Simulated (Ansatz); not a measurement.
Pulling on the Ge1–H3 bond in ClGeH3 (SMILES [Cl][GeH3]) (multiplicity 1 held, fragments rigid). Energies count from the point at 1.533 Å.
Geometry at that point (charge 0, multiplicity 1):
```xyz
5

Ge    -0.684     0.032     0.004
Cl     1.488    -0.069    -0.008
H     -1.070     1.467    -0.374
H     -1.143    -0.327     1.422
H     -1.186    -0.983    -1.030
```

U- levels take the lowest unrestricted solution at each point, which mixes spins at long bonds. Active spaces are followed from a long bond inwards. Levels need not reach the same state.

Frozen-core correlation. Filled d and f shells under p-block atoms count as core.

Codes used: Ansatz (Gaussian basis) for Hartree–Fock, density functionals and correlated methods. Each number belongs to the level named beside it.

### Question
Give the energy at R = 4.906 Å at the level U-HF/def2-SVP.

### Answer
3.02 eV

### Question
What energy at R = 4.906 Å does U-MP2/def2-SVP give?

### Answer
3.59 eV

### Question
Estimate the energy at R = 4.906 Å that FIC-MRCISD+Q on CASSCF(2,2)/def2-SVP returns for this input.

### Answer
3.72 eV

Doubts at one or more of the structures used: a spin-contaminated determinant (U-HF/def2-SVP, U-MP2/def2-SVP).

Ansatz is an electronic-structure program.
